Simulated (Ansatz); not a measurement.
Reaction (SMILES): CCO [ethanol] → [CH2]C + [OH] (HO) (the C-O bond at the site shown breaks; other sites are not compared here)
Each molecule is optimised on its own at B3LYP-D3(BJ)/def2-TZVP (Ansatz, a first-principles code), one conformer each, not searched for the lowest.

Quantity: bond dissociation energy (electronic energy difference), in kJ/mol. Cores are frozen in the correlated levels unless marked. UHF or UKS for open shells. No spin-orbit coupling. Non-relativistic. Basis-set limits of correlation are two-point, X^-3; Hartree-Fock from the larger set. [CCSD(T)-MP2]/basis is that difference in the basis named.

| level | program | bond dissociation energy (kJ/mol) | minus last row |
|---|---|---|---|
| BLYP-D3(BJ)/def2-TZVPD | Ansatz + dftd3 | 397.5 | -21.8 |
| HSE06-D4/def2-TZVPD | Ansatz + dftd4 | 404.2 | -15.1 |
| RPA@PBE/cc-pVQZ | Ansatz | 392.3 | -27.0 |
| MP2/6-31G* | Ansatz | 420.8 | 1.5 |
| RI-MP2/cc-pVQZ | Ansatz | 445.7 | 26.4 |
| CCSD(T)/cc-pwCVTZ | Ansatz | 407.5 | -11.8 |
| RI-MP2/CBS(aug-cc-pVTZ,aug-cc-pVQZ)+[CCSD(T)-MP2]/aug-cc-pVTZ | Ansatz | 419.3 | 0.0 |
